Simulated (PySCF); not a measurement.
## Electron correlation in As (arsenic, neutral)

[Ar] 3d10 4s2 4p3, high-spin 4S determinant. Calculation: PySCF 2.14, in x2c-TZVPPall; the spin-free X2C one-electron Hamiltonian (Gaussian nucleus). Frozen: [Ar] 3d10; 5 electrons correlated.

```json
{"level": "CCSD", "correlation energy (mhartree)": "-84.02"}
{"level": "(T)", "correlation energy (mhartree)": "-2.70"}
{"level": "CCSD(T)", "correlation energy (mhartree)": "-86.72"}
{"level": "CCSDT", "correlation energy (mhartree)": "-87.25"}
```

Diagnostics: T1 = 0.0030, D1 = 0.0079, largest double amplitude 0.052.

Cost of the coupled-cluster step: roughly 1.1 core-seconds, for 5 correlated electrons.
